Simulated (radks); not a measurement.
The numbers below are computed, except where a source is named.
The zirconium ion Zr2+ inside a hard spherical wall (all orbitals vanish at R), configuration held at [Kr] 4d2 and not refilled when levels cross. Code: a radial shooting solver on a logarithmic mesh with Libxc functionals. Model: scalar-relativistic Kohn-Sham, PBE, spin-polarised, spherical densities, finite nucleus; open shells are filled with parallel spins first (spin-orbit coupling, left out, can overturn this in heavy ions); Fermi nuclear charge, rms radius 4.2694 fm. Eigenvalues in eV for spin up, with the zero of energy where the potential of the charges vanishes at infinity; a dash marks a level that is unbound or too diffuse for the functional's potential to be trusted. A positive occupied level is held by the wall or, in an anion where self-interaction has pushed it up, behind a barrier. The pressure on the wall is -dE/dV.

R (bohr)  E (hartree)  kinetic (hartree)    e(3d)    e(4s)    e(4p)    e(4d)  e(5s, empty)  e(5p, empty)  pressure (GPa)
free      -3597.77935           3699.243  -189.24  -69.432  -47.459  -17.937       -16.462       -11.997               0
20        -3597.77935           3699.243  -189.24  -69.432  -47.459  -17.937       -16.462       -11.997        < 0.0001
15        -3597.77935           3699.243  -189.24  -69.432  -47.459  -17.937       -16.462       -11.997        < 0.0001
10        -3597.77935           3699.243  -189.24  -69.432  -47.458  -17.937       -16.462       -11.990        < 0.0001
7         -3597.77888           3699.249  -189.20  -69.401  -47.429  -17.908       -16.358       -11.637          0.0410
5         -3597.76415           3699.352  -188.65  -68.935  -46.992  -17.375       -14.629        -8.433            2.39
4         -3597.69582           3699.741  -187.17  -67.792  -45.905  -15.758        -9.478        -0.926            21.7
3.5       -3597.56914           3700.437  -185.26  -66.396  -44.514  -13.549        -2.588         8.109            77.6
1.5       -3571.04287           3794.152  -97.629   33.377   67.568   123.08        370.55        399.81           84100
